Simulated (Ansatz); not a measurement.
`C=C[CH2][GeH2][F]` + `C[SeH]` → `C[Se][GeH2][F]` + `C=CC`  (ligand exchange at a Ge–C bond)

Isolated molecules relaxed with PBE0-D4/def2-TZVP in Ansatz; ΔE leaves out vibrations. CBS: MP2 limit from def2 TZ/QZ plus the TZ coupled-cluster correction, frozen cores. Functionals use def2-TZVPP. B3LYP here is the variant with VWN-RPA as its local correlation; programs differ in this. For Ge, Se outer-core shells are correlated without core-valence functions, which leaves a few kJ/mol of doubt a bond. Scalar relativity is left out up to krypton. One conformer a species, not always the lowest.

`C=C[CH2][GeH2][F]`:

Cartesian coordinates in Å:
```
C 0.452 1.081 1.728
C -0.027 0.988 0.494
C -0.821 -0.155 -0.031
Ge 0.206 -1.198 -1.328
F 0.613 -0.084 -2.613
H 0.266 0.312 2.471
H 1.044 1.933 2.039
H 0.186 1.783 -0.217
H -1.132 -0.830 0.772
H -1.720 0.186 -0.553
H 1.545 -1.699 -0.766
H -0.612 -2.318 -1.995
```

`C[SeH]`:

Cartesian coordinates in Å:
```
C -0.059 -0.334 0.428
Se -0.036 0.124 -1.466
H 0.919 -0.168 0.873
H -0.301 -1.395 0.477
H -0.825 0.235 0.950
H 0.301 1.538 -1.262
```

`C[Se][GeH2][F]`:

```xyz
9

C    -1.308   -0.890   -0.389
Se    0.601   -1.316   -0.300
Ge    1.330    0.807    0.286
F     0.854    1.155    1.930
H    -1.804   -1.795   -0.735
H    -1.484   -0.085   -1.101
H    -1.678   -0.622    0.597
H     2.861    0.853    0.255
H     0.629    1.894   -0.543
```

`C=CC`:

Cartesian coordinates in Å:
```
C -0.410 -1.259 -0.407
C -0.417 -0.149 0.316
C 0.516 0.999 0.134
H 0.307 -1.407 -1.210
H -1.117 -2.060 -0.225
H -1.154 -0.047 1.111
H -0.033 1.919 -0.087
H 1.088 1.188 1.048
H 1.220 0.815 -0.680
```

```csv
level,ΔE (kJ/mol),difference from CCSD(T)/CBS
B97M-V,-72.3,-2.4
B3LYP-D4,-74.5,-4.6
r2SCANh-D4,-75.2,-5.3
CAM-B3LYP-D4,-70.5,-0.6
B2PLYP,-73.1,-3.2
r2SCAN,-75.6,-5.7
r2SCAN0,-75.4,-5.5
BHLYP,-74.6,-4.7
SCS-MP2/def2-QZVPP,-69.8,0.1
MP2/CBS(def2),-72.0,-2.1
CCSD(T)/CBS,-69.9,0
```

Largest T1 diagnostic among the species: 0.011.

Leaving LDA and LC-ωPBE aside and taking each functional with its dispersion term where it has one, the values, not all of them listed here, spread over 5.4 kJ/mol, from BHLYP-D4 to ωB97X-V. LDA lies +5.0 kJ/mol from PBE without D4. In def2-TZVPP, CCSD(T) changes the Hartree–Fock value by +7.9 kJ/mol (the triples alone add −0.3 kJ/mol) and MP2 by +5.7 kJ/mol.
